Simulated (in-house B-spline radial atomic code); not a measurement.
# HSE06 excitations of In⁺

Method: HSE06. Computed with an all-electron radial atomic-structure program (B-spline basis): linear response of the closed shell [Kr] 4d10 5s2 with the functional's adiabatic kernel; scalar-relativistic (spin-free one-electron X2C), finite nucleus, no spin-orbit coupling, no double excitations, S, P, D and F terms only; shells from n = 3 respond. Only terms of natural parity with L up to 3 were computed.

Command:
```bash
python run_td.py task.json out
```
Settings (radii: box in bohr, nucleus in fm):
```
Z                        49
electrons                48
configuration            [Kr] 4d10 5s2
hamiltonian              x2c
method                   hse06
box_radius               41.61
rms_radius               4.6156
intervals                74
```

Time taken, with all properties: 2.1 s on 1 thread of AMD EPYC 9R45 96-Core Processor (Zen 5) (shared host).

The lowest states, in the order of their Tamm-Dancoff energies; the method's threshold (minus the highest occupied level) is 15.399 eV. Labels give the largest channel, * marks a mixed state, and oscillator strengths are full-response dipole values. Measured ¹D terms are left out, since they can mix with doubly excited terms. Semilocal kernels can invert the small singlet-triplet splittings of Rydberg terms. Energies in eV:

| state | full response | Tamm-Dancoff | oscillator strength | measured (J-weighted term) |
| --- | --- | --- | --- | --- |
| 5s → 5p 3P | 5.230 | 5.373 | - | 5.531 |
| 5s → 5p 1P | ? | ? | ? | ? |
| 5s → 6s 3S | ? | ? | - | ? |
| 5s → 6s 1S | 11.571 | 11.591 | - | 12.030 |
| 5s → 5d 3D | 12.066 | 12.077 | - | 12.674 |
| 5s → 5d 1D | 12.300 | 12.307 | - | - |
| 5s → 6p 3P | 12.690 | 12.698 | - | 13.409 |
| 5s → 6p 1P | 12.900 | 12.936 | 0.00184 | 13.611 |
| 5s → 7s 3S | 13.838 | 13.839 | - | - |
| 5s → 7s 1S | 13.909 | 13.913 | - | - |

**Question.** Where does 5s → 5p 1P lie?

**Answer.** At 7.578 eV in full response, 7.901 eV in Tamm-Dancoff, oscillator strength 1.57; measured 7.816 eV.

**Question.** Where does 5s → 6s 3S lie?

**Answer.** At 11.159 eV in full response, 11.165 eV in Tamm-Dancoff; measured 11.645 eV.

**Question.** How large is the singlet-triplet splitting of 5s → 5p (P terms) in Tamm-Dancoff?

**Answer.** 2.53 eV, from the unrounded values.

**Question.** What polarisabilities and dispersion coefficient does the method give?

**Answer.** Dipole 24.95 bohr³, quadrupole 129.2 bohr⁵, C6 172.8 hartree·bohr⁶ for two such species.
